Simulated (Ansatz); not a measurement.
`F[SiH](Cl)[GeH3]` + HCl → `Cl[SiH](Cl)[GeH3]` + H–F at 298.15 K and 1 bar (ligand exchange at the Si–F bond).

Isolated molecules relaxed with PBE0-D4/def2-TZVP in Ansatz; ΔE leaves out vibrations. CCSD(T)/CBS is the MP2 limit (def2-TZVPP, def2-QZVPP) plus CCSD(T) − MP2 in def2-TZVPP, frozen cores. This one scheme is used for every species. For Ge outer-core shells are correlated without core-valence functions, which leaves a few kJ/mol of doubt a bond. Scalar relativity is left out up to krypton.

```csv
species,CCSD(T)/CBS energy (Eh),H − E (kJ/mol),S (J/(mol·K))
`F[SiH](Cl)[GeH3]`,-2927.27769,117.6,357.0
HCl,-460.38127,26.6,186.8
`Cl[SiH](Cl)[GeH3]`,-3287.25008,115.4,368.7
H–F,-100.39570,33.5,173.6
```

H − E and S are ideal-gas, rigid-rotor, harmonic terms from PBE0-D4/def2-TZVP, for one conformer and one mirror image of each species. 1 Eh = 2625.50 kJ/mol, R = 8.31446 J/(mol·K).

Q: By hand: ΔE, ΔH, ΔS and ΔG.

A: ΔE = (-3287.25008) + (-100.39570) − (-2927.27769) − (-460.38127) = 0.01318 Eh = 34.6 kJ/mol. Δ(H − E) = 115.4 + 33.5 − 117.6 − 26.6 = 4.7, so ΔH = 39.3 kJ/mol. ΔS = 368.7 + 173.6 − 357.0 − 186.8 = -1.5 J/(mol·K). ΔG = 39.3 − 298.15 × (-1.5)/1000 = 39.7 kJ/mol.

Q: By hand: the equilibrium constant, and the temperature at which ΔG would vanish if ΔH and ΔS stayed fixed.

A: log₁₀ K = −ΔG/(RT ln 10) = -7.0. ΔH and −TΔS have one sign here, so there is no such temperature.

The number of gas molecules stays the same, so ΔS is small and ΔH decides. A doubt of 5 kJ/mol in ΔE shifts log₁₀ K by 0.9 here. Other conformers and mirror images would add mixing entropy, several J/(mol·K) or more a flexible species. These are equilibria of isolated gas molecules and say nothing of rates. Largest T1 diagnostic: 0.012 (customary marks: 0.02 for closed shells, 0.045 for open ones).

ΔS is within the doubt of such terms, so its sign, and with it that verdict, could turn.
